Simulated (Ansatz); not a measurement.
C$_{2}$H$_{7}$AlBF, SMILES `CB[CH](F)[AlH2]`, relaxed with RKS PBE-D4/def2-SVP in the Gaussian-basis code of Ansatz from a rough embedded geometry. The force threshold is 0.03 eV/Å; the program also tests the step.

The species carries charge 0 and has multiplicity 1.

Start:

```xyz
12

C    -0.007   -1.622    1.015
B    -0.007   -0.801   -0.266
C     0.683    0.619   -0.311
F     1.708    0.647   -1.381
Al   -0.667    2.037   -0.729
H     0.549   -1.125    1.888
H     0.515   -2.621    0.868
H    -1.011   -1.821    1.380
H    -0.530   -1.272   -1.248
H     1.190    0.849    0.610
H    -1.894    2.222    0.259
H    -0.529    2.888   -2.085
```

(1) How much energy does the relaxation release, and in how many steps? (An estimate is asked.)

(2) Which bonds change most? (Estimate.)

(3) Give the relaxed structure. (An estimate is asked.)

Answers

(1) Ansatz gave: 65.64 kJ/mol, in 27 steps, 2 of them rejected.

(2) Computed: B2–Al5 from 2.950 to 2.236 Å; C3–Al5 from 2.002 to 2.197 Å; C3–F4 from 1.483 to 1.368 Å; C1–B2 from 1.522 to 1.626 Å.

(3) The calculation gave: 
```xyz
12

C    -0.410   -1.046    0.787
B     0.520   -0.713   -0.505
C     1.352    0.515   -0.465
F     2.054    0.973   -1.546
Al   -0.752    1.106   -0.233
H    -0.020   -0.698    1.764
H    -0.497   -2.153    0.815
H    -1.501   -0.757    0.750
H     0.322   -1.308   -1.546
H     1.684    1.034    0.461
H    -0.885    1.988    1.090
H    -1.869    1.059   -1.371
```
